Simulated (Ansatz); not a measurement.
Correlation energies of BrHOSi, SMILES `O[Si]Br` by basis set

```xyz
4

O    -0.798   -0.553    0.547
Si    0.684   -0.898   -0.052
Br    1.284    1.120   -0.951
H    -1.171    0.330    0.456
```

Charge 0, multiplicity 1. Correlated methods include outer-core shells of Br, which these sets cover unevenly. Scalar relativity is left out up to krypton. The geometry is a stationary point of PBE0-D4/def2-TZVP. It is one conformer, not always the lowest. Frozen core, restricted reference, the Gaussian-basis code of Ansatz.

```
     basis      HF (Eh)  MP2 corr.  CCSD corr.  (T)  CCSD(T) total
  def2-SVP  -2936.38835          ?    -0.51141    ?              ?
def2-TZVPP  -2936.91002   -0.61262    -0.62811    ?              ?
def2-QZVPP  -2936.97174          ?           –    –              –
```

**Question.** Fill in the withheld values. (Best estimate.)

**Answer.** Computed: def2-SVP MP2 corr.: -0.49509; def2-SVP (T): -0.01260; def2-SVP CCSD(T) total: -2936.91236; def2-TZVPP (T): -0.02407; def2-TZVPP CCSD(T) total: -2937.56220; def2-QZVPP MP2 corr.: -0.95918.
